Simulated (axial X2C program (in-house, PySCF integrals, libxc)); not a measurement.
# What spin–orbit coupling does to CdB⁺

Calculated with an in-house relativistic program for diatomic molecules. Spin-free means the one-electron spin-free X2C Hamiltonian; two-component (2c) means X2C with spin–orbit coupling and atomic mean-field two-electron Coulomb and Gaunt terms, so the difference of the two also holds small scalar two-electron terms. Basis: Cd dyall-cv3z [12s12p8d5f3g], B dyall-v3z [7s6p2d1f] (cores contracted in-house); Gaussian nuclei, density fitting, unrestricted open shells. Masses: Cd 113.903 u, B 11.009 u.

Spin-free state: M_S = 0, Λ = 0 (closed shell); fragments Cd + B+ for PBE0, MP2, CCSD, CCSD(T), PW91; Cd+ + B for HF.

| level | Re (Å) | ωe (cm⁻¹) | De (eV) | μ (D) |
| --- | --- | --- | --- | --- |
| PBE0 | 2.508 | 304.9 | 2.076 | 2.48 |
| HF | 2.628 | 280.7 | 0.662 | 2.08 |
| MP2 | 2.499 | 303.9 | 1.517 | n/a |
| CCSD | 2.526 | 308.5 | 1.585 | n/a |
| CCSD(T) | 2.515 | 312.9 | n/a | n/a |
| PW91 | 2.498 | 294.9 | 2.226 | 2.80 |

Correlated methods: 14 electrons correlated (number of frozen shells: Cd 4 s, 3 p, 1 d; B 1 s), 254 virtual spin orbitals or spinors in MP2, 90 natural virtuals in coupled cluster.

Dipoles are positive if B is the positive end and refer to the centre of mass.

Two-component determinant lowest at the distance of the search:

Ω = 0 (closed shell); fragments Cd + B+ for PBE0, MP2, CCSD, CCSD(T), PW91; Cd+ + B for HF.

| level | Re (Å) | ωe (cm⁻¹) | De (eV) | μ (D) |
| --- | --- | --- | --- | --- |
| PBE0 | 2.508 | 304.9 | 2.076 | 2.48 |
| HF | 2.628 | 280.6 | 0.663 | 2.09 |
| MP2 | 2.500 | 303.7 | 1.517 | n/a |
| CCSD | 2.527 | 308.4 | 1.584 | n/a |
| CCSD(T) | 2.515 | 312.8 | n/a | n/a |
| PW91 | 2.498 | 294.9 | 2.226 | 2.80 |

Problem. From the two tables, how do the constants change at the CCSD(T) level (2c against spin-free)?

Solution. At the CCSD(T) level Re is unchanged within 0.001 Å and ωe doesn't move by more than 0.2 cm⁻¹.

Occupations by symmetry block were frozen at the best pattern of an incomplete PBE0 search. Closed shells are restricted here (equal orbitals for both partners); the stretched side of such a curve lies too high. De is counted from the lowest determinant-based energies of the atoms at the same level, without counterpoise correction. De is not given where an atomic determinant may have missed its ground term or J level, or where the truncated virtual space spoils (T). Coupled cluster ran in a truncated set of natural virtual spinors; the MP2 energy of the rest was added. (T) has no such correction and the atoms are truncated less, which lowers De at CCSD(T) by a hundredth of an eV or more.
